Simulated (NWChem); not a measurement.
System: C3H4O2S; SMILES C#CS(C)(=O)=O

```xyz
10

C      0.0218     2.5571     0.0000
C     -0.0259     1.3496     0.0000
S     -0.1699    -0.3868     0.0000
C      1.5601    -0.8895     0.0000
O     -0.7705    -0.7834    -1.2746
O     -0.7705    -0.7834     1.2746
H      0.0652     3.6242     0.0000
H      2.0437    -0.5106     0.9024
H      1.5570    -1.9830     0.0000
H      2.0437    -0.5106    -0.9024
```
Atoms are numbered in this order, from 1.

Program: NWChem. Medium grid unless said otherwise, to which SCAN and Minnesota functionals are sensitive. The geometry was optimised at B3LYP/6-31G* (spherical d). B3LYP is NWChem's, with the RPA form of VWN correlation.

### Question
Order these by “orbital gap (eV)”, lowest first: Hartree-Fock/def2-SVP; PBE/def2-SVP; MPW1K/def2-SVP; M06/def2-SVP.

### Answer
PBE/def2-SVP (5.28), M06/def2-SVP (7.87), MPW1K/def2-SVP (9.50), Hartree-Fock/def2-SVP (15.03)
